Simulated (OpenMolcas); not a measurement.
## Mo3+: ligand-field states by method

Mo3+ with its 6 nearest fluoride ions at 1.938 Å, on the Ga site of K2NaGaF6 (a = 8.246 Å, distance in the model lattice 1.938 Å). The rest of the host is ab initio model potentials to 7.6 Å, with orthogonalisation functions on the cations behind the ligands, and point charges beyond; the distance is set by hand and nothing relaxes. Ligand basis ANO-RCC-VDZP.
```
Mo    0.0000    0.0000    0.0000
F     1.9380    0.0000    0.0000
F     0.0000    1.9380    0.0000
F    -1.9380    0.0000    0.0000
F     0.0000   -1.9380    0.0000
F     0.0000    0.0000    1.9380
F     0.0000    0.0000   -1.9380
```

```json
{"Program": "OpenMolcas", "Basis": "ANO-RCC-VTZP [7s6p4d2f1g]", "Scalar Hamiltonian": "DKH2, point nucleus", "Active space": "3 electrons in 5 orbitals (4d)", "State averaging": "2S+1 = 4 even, 10 roots; 2S+1 = 2 even, 40 roots", "Spin-orbit coupling": "RASSI with atomic mean-field integrals over the reference wave functions"}
```

I. CASSCF
II. SS-CASPT2, IPEA 0.25 Eh, imaginary shift 0.1 Eh (closed shells correlated: 4s 4p and the ligand valence shells)

Spin-free states (labels of O, the rotations of Oh) in cm-1, each column counted from its own energy of the first state listed:

```
State  Degeneracy       I      II
  4A2           1       0       0
   2E           2   14499   10870
  2T1           3   14829   10790
  2T2           3   22800   17730
  4T2           3   32989   33730
  4T1           3   41124   39850
  2A1           1   44449   41410
  2T2           3   47013   44170
  2T1           3   47249   44110
   2E           2   48768   44860
  2T1           3   52777   48230
  2T2           3   57134   51230
  2A2           1   58844   51830
  4T1           3   68869   69270
   2E           2   69162   60980
  2T1           3   79680   77750
  2T2           3   81312   79740
  2T1           3   86561   82490
  2T2           3  101156   94000
   2E           2  117563  116620
```

From I to II, I's first state of the same spin (4T2) moves from 32989 to 33730 cm-1, by about +740 cm-1.

From I to II, I's first state of another spin (2E) moves from 14499 to 10870 cm-1, by about -3600 cm-1. In II another state of that kind comes below it.

I: A least-squares ligand-field fit to the states below 45000 cm-1, each weighted by its degeneracy and with a free common offset, gives 10Dq = 32939 cm-1, B = 738 cm-1 and C = 2852 cm-1 (C/B = 3.86), with an rms deviation of 64 cm-1. The same method and metal basis give the free ion B = 813 cm-1 (fit to its terms below 60000 cm-1, rms deviation 33 cm-1), so the nephelauxetic ratio is β = 738 / 813 = 0.91; it hangs on how both fits weigh the states, and computed free-ion B values tend to be too large, so β mixes covalency with correlation.

χT at 300 K: I 1.80, II 1.80 cm3 K/mol.

Roots that are degenerate in the reference are averaged as groups; the widest CASPT2 spread within a group is 970 cm-1 (the 3-fold group of multiplicity 2 near 94000 cm-1 above the lowest state of its run, II). Shifts and gaps below about the spread of the groups concerned are not significant. Over all roots computed the reference weight is 0.72 to 0.73 in II; a low but even weight reflects the number of correlated electrons. The least metal-like active orbital is 82 % on the metal (Löwdin) and no ligand orbital is active, so the numbers are rough. Ligand-to-metal charge-transfer states are missing. With no ligand orbital active B as a rule stays too high, so bands that hang on it stand too high and its fall with covalency is understated. Without dynamic correlation the repulsion within the d shell is too large (B by tens of per cent), so at a given field states of lower spin stand too high (holds for I). With metal d orbitals alone the field can be off either way by tens of per cent (holds for I). With one d shell and no ligand orbital active, 10Dq can be off by a tenth or more (holds for II). The distance lies 2 % under the 1.978 Å that this model takes as the normal distance (a Shannon-type radius plus a fixed donor radius, weighted with the host); by an R⁻⁵ law this alone changes a d-shell field by about +11 %. No measured value stands beside these numbers; the geometry was set by hand and not optimised.
